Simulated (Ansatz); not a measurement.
Species: C$_{3}$H$_{4}$O$_{2}$, SMILES `O/C=C1\CO1` (H–O–C–C torsion 180°) (charge 0, multiplicity 1).

### Question
Give a relaxed geometry from B3LYP-D3(BJ)/def2-TZVP (Ansatz, a program for electronic structure).

### Answer
One answer among several that fit: the end point of this relaxation, one of several conformers (outside a Z-matrix the atoms follow the SMILES, hydrogens last).
Bond lengths (Å): O1–C2 1.380, O1–H6 0.961, C2–C3 1.315, C2–H7 1.083, C3–C4 1.428, C3–O5 1.368, C4–O5 1.477, C4–H8 1.085, C4–H9 1.085. Bond angles (°): C2–O1–H6 108.8, O1–C2–C3 121.1, O1–C2–H7 118.1, C3–C2–H7 120.7, C2–C3–C4 158.0, C2–C3–O5 138.3, C4–C3–O5 63.7, C3–C4–O5 56.2, C3–C4–H8 120.2, C3–C4–H9 120.2, O5–C4–H8 114.2, O5–C4–H9 114.2, H8–C4–H9 116.4, C3–O5–C4 60.1.
